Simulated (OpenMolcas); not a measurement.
## Ca: effect of correlating more closed shells

```yaml
Program: OpenMolcas 26.06
Basis: ANO-RCC [10s9p6d4f2g]
Scalar_Hamiltonian: DKH2, point nucleus
Active_space: 2 electrons in 9 orbitals (3d 4s 4p)
State_averaging: 2S+1 = 3 even, 18 roots (8 in the spin-orbit step); 2S+1 = 1 even, 12 roots; 2S+1 = 3 odd, 18 roots; 2S+1 = 1 odd, 8 roots
Spin-orbit_coupling: RASSI with atomic mean-field integrals over the reference wave functions, term energies averaged over their components
```

Methods on the same reference wave functions:
A. CASSCF
B. MS-CASPT2, IPEA 0.25 Eh, imaginary shift 0.1 Eh (closed shells correlated: none)
C. MS-CASPT2, IPEA 0.25 Eh, imaginary shift 0.1 Eh (closed shells correlated: 3s 3p)

Energies in cm⁻¹ above 4s² ¹S₀, the measured ground level; measured values from NIST Handbook of Basic Atomic Spectroscopic Data.

| Level | A | B | C | Measured |
| --- | --- | --- | --- | --- |
| 4s² ¹S₀ | 0.0 | 0.0 | 0.0 | 0.0 |
| 4s 4p ³P°₀ | 14299 | 14040 | 15200 | 15158 |
| 4s 4p ³P°₁ | 14326 | 14070 | 15220 | 15210 |
| 4s 4p ³P°₂ | 14380 | 14120 | 15280 | 15316 |
| 4s 4p ¹P°₁ | 23890 | 23560 | 23530 | 23652 |
| 3d 4s ¹D₂(1) | 25627 | 24850 | 25360 |  |
| 3d 4s ³D₁ | 26309 | 25860 | 24830 | 20335 |
| 3d 4s ³D₂ | 26315 | 25870 | 24840 | 20349 |
| 3d 4s ³D₃ | 26323 | 25870 | 24850 | 20371 |
| 4p² ³P₀ | 37120 | 37440 | 38920 | 38418 |
| 4p² ³P₁ | 37158 | 37480 | 38960 | 38465 |
| 4p² ³P₂ | 37231 | 37550 | 39030 | 38552 |
| 3d 4p ³F°₂ | 40193 | 39630 | 39470 | 35730 |
| 3d 4p ³F°₃ | 40234 | 39670 | 39500 | 35819 |
| 3d 4p ³F°₄ | 40284 | 39720 | 39550 | 35897 |
| 3d 4p ¹D°₂ | 40453 | 40610 | 40590 | 35835 |

Deviations, from unrounded energies. A percentage is the sum of absolute deviations over the sum of measured energies, with the sign that they share, or ± where signs differ.

```json
{"Against measurement": "mean absolute deviation (cm-1)", "Levels": "14", "A": "3000", "B": "2800", "C": "2200"}
{"Against measurement": "other configurations (%)", "Levels": "14", "A": "±11.0", "B": "±10.1", "C": "±8.0"}
```

C lies closest to measurement on these levels and A furthest from it. The largest miss of C in the table is 3d 4p ¹D°₂, by +4800 cm-1. The ranking rests on the paired levels alone, and a cruder setting can come out closer through cancelling errors.

Between B and C the level of the table that moves most is 4p² ³P₁, by 1500 cm-1 (lowest in B, highest in C). Moves below CASPT2's spread within the term are not significant.

The lowest spin-free term lies below A's lowest term by 0.004 hartree in B, 0.276 hartree in C.

What an inner shell adds also hangs on whether the basis holds functions to correlate it.

CASPT2 breaks the degeneracy within a term, and the mean is taken; among the terms shown or strongly mixed into the levels shown the widest spread is 110 cm-1 (3d 4p ³F°, C). Some high roots are left out of the spin-orbit mixing, which shifts the levels that they would mix with. Configurations are named by rounded mean occupations; where the s occupation lies near a half they are strongly mixed, a name can repeat and a true partner stay unpaired. A single d shell beside an s shell can misplace configurations of different d count against each other. Without dynamic correlation excited terms often stand tens of per cent too high (terms of higher spin than the ground term too low), and those without a measured partner can miss by more than the paired ones (holds for A). Computed and measured levels are paired by configuration, term and J; levels that our copy of the source lacks, or whose pairing is in doubt (as where it misses far off the trend of its configuration), stay unpaired and out of the deviations. Only configurations of the active space appear. Levels that lie high or do not pair safely by name in every column are left out.

A number in round brackets counts repeated terms of one configuration in the order of the reference energies. ° marks odd parity.
